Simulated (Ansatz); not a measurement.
C$_{2}$H$_{5}$BrSi, SMILES `CC[Si]Br`. Total charge 0; spin multiplicity 1. All single points use the PBE0-D4/def2-TZVP geometry. It is one conformer, not always the lowest.

```xyz
9

C     0.650   -0.517   -0.468
C    -0.297   -0.214    0.679
Si   -1.399    1.322    0.771
Br   -0.868    2.397   -1.147
H     1.392    0.276   -0.588
H     1.185   -1.456   -0.309
H     0.112   -0.593   -1.414
H    -1.017   -1.036    0.831
H     0.241   -0.179    1.643
```

Task: What is the dipole moment at B3LYP/def2-TZVPP? (Estimate.)

Result: The calculation gave: 1.99 D, with components (0.54, -1.68, 0.91) D in this frame, pointing from negative to positive charge.

Task: And with PBE, r2SCAN, ωB97M-V? (Estimate.)

Result: Ansatz gave: PBE 1.94 D, r2SCAN 2.03 D, ωB97M-V 2.04 D.

Task: Give the Mulliken charges with B3LYP, r2SCAN, ωB97M-V in def2-TZVPP. (Estimate.)

Result: Computed: 
| atom | B3LYP | r2SCAN | ωB97M-V |
| --- | --- | --- | --- |
| C1 | -0.23 | -0.11 | -0.31 |
| C2 | -0.21 | -0.18 | -0.27 |
| Si3 | 0.26 | 0.27 | 0.26 |
| Br4 | -0.24 | -0.24 | -0.22 |
| H5 | 0.09 | 0.05 | 0.11 |
| H6 | 0.09 | 0.05 | 0.11 |
| H7 | 0.09 | 0.05 | 0.11 |
| H8 | 0.08 | 0.06 | 0.11 |
| H9 | 0.08 | 0.06 | 0.11 |

B3LYP here is the variant with VWN-RPA as its local correlation; programs differ in this.
